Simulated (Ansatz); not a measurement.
Mo2N2, relaxed as a singlet with RKS PBE-D4/def2-TZVP in Ansatz, starting from the GFN2-xTB geometry. Force threshold 0.02 eV/Å.

In the def2 sets Mo takes a core potential; there is no spin–orbit coupling. The restricted singlet is unstable towards broken spin symmetry in Hartree–Fock (as tested in another run); at PBE-D4/def2-TZVP this wasn't settled. An occupied level lies above an empty one. Another isomer (quintet) lies 1.24 eV lower at PBE0-D4/def2-TZVP; other spin states weren't run for this one.

Start:

```xyz
4

Mo    0.9431    0.0325   -0.8824
Mo   -0.9427   -0.0325    0.8825
N     0.8603   -0.4193    0.9031
N    -0.8608    0.4192   -0.9032
```

| step | energy (eV) | largest force component (eV/Å) | SCF passes |
| --- | --- | --- | --- |
| 1 | -6689.1426 | 2.640 | 67 |
| 2 (rejected) | -6688.9339 | 3.868 | 63 |
| 3 | -6689.5051 | 0.897 | 71 |
| 4 | -6689.5237 | 0.173 | 35 |
| 5 | -6689.5243 | 0.004 | 48 |

Force components are those of the run's own axes.

End:

```xyz
4

Mo    0.988    0.034   -0.925
Mo   -0.988   -0.034    0.925
N     0.790   -0.385    0.829
N    -0.790    0.385   -0.829
```

By distances, no bond broke or formed. The bond that changes most is Mo1–N4, from 1.85 to 1.81 Å (atoms count from 1).

No frequencies were taken in this run, so the end may be a saddle point.

It took 13 s on 4 threads of Arm Neoverse V2 on a shared host.
